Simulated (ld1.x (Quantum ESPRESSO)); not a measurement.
**An all-electron radial function and its pseudo partner (H)**

Columns: radius, all-electron u(r) and pseudo u(r) of the 1s shell (level -6.36 eV) of hydrogen in the configuration 1s1; LDA (PZ), scalar-relativistic, TM scheme, ld1.x (Quantum ESPRESSO) 7.5.

| r (bohr) | all-electron | pseudo |
| --- | --- | --- |
| 0.060 | 0.1046 | 0.0883 |
| 0.120 | 0.1971 | 0.1746 |
| 0.180 | 0.2783 | 0.2569 |
| 0.240 | 0.3495 | 0.3334 |
| 0.300 | 0.4115 | 0.4026 |
| 0.360 | 0.4652 | 0.4633 |
| 0.420 | 0.5113 | 0.5149 |
| 0.480 | 0.5507 | 0.5576 |
| 0.540 | 0.5840 | 0.5918 |
| 0.600 | 0.6118 | 0.6189 |
| 0.660 | 0.6347 | 0.6399 |
| 0.720 | 0.6531 | 0.6564 |
| 0.780 | 0.6676 | 0.6692 |
| 0.840 | 0.6786 | 0.6791 |
| 0.900 | 0.6864 | 0.6865 |
| 0.960 | 0.6914 | 0.6914 |
| 1.020 | 0.6939 | 0.6939 |
| 1.080 | 0.6941 | 0.6941 |
| 1.140 | 0.6924 | 0.6924 |
| 1.200 | 0.6889 | 0.6889 |
| 1.260 | 0.6839 | 0.6839 |
| 1.320 | 0.6775 | 0.6775 |
| 1.380 | 0.6700 | 0.6700 |
| 1.440 | 0.6614 | 0.6614 |
| 1.500 | 0.6520 | 0.6520 |
| 1.560 | 0.6418 | 0.6418 |

(1) How many radial nodes do the two functions have?

(2) At about which radius was the pseudo-wave matched?

(3) Where does each function peak?

(4) Is the pseudo-wave norm-conserving?

Results:

(1) The all-electron 1s function has n − l − 1 = 0; the pseudo-wave has 0.

(2) 1.02 bohr. The columns agree to 0.0005 from 0.90 bohr on; several derivatives are matched, so the curves merge somewhat inside the radius.

(3) Outermost all-electron maximum near 1.08 bohr, pseudo maximum near 1.08 bohr (to the table’s step).

(4) Yes: the TM scheme keeps the norm inside the radius equal to the all-electron one, which fixes the energy derivative of the logarithmic derivative at the level.
